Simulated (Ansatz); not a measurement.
```yaml
atoms:
  - { symbol: H, position_ang: [0.0000, 0.0000, -1.6772] }
  - { symbol: C, position_ang: [0.0000, 0.0000, -0.5148] }
  - { symbol: C, position_ang: [0.0000, 0.0000, 0.7943] }
```

Basis set: 6-31G* (spherical functions). Frozen core: 2 orbitals. Charge 0, multiplicity 2.

Computed with Ansatz (development build ahead of 0.2.0); each method stands on the lowest determinant of its kind that the runs found.

The atomization energy at this shape (free ground-state atoms in the same class of orbitals less the molecule, no zero-point energy) of doublet C2H:

```json
{"method": "UHF-MP2", "atomization energy": "216.35 kcal/mol"}
```

Question: What does UHF give?

Answer: 171.46 kcal/mol. Caution: the shape is not the minimum; the unrestricted determinant is a mixture of spin states.
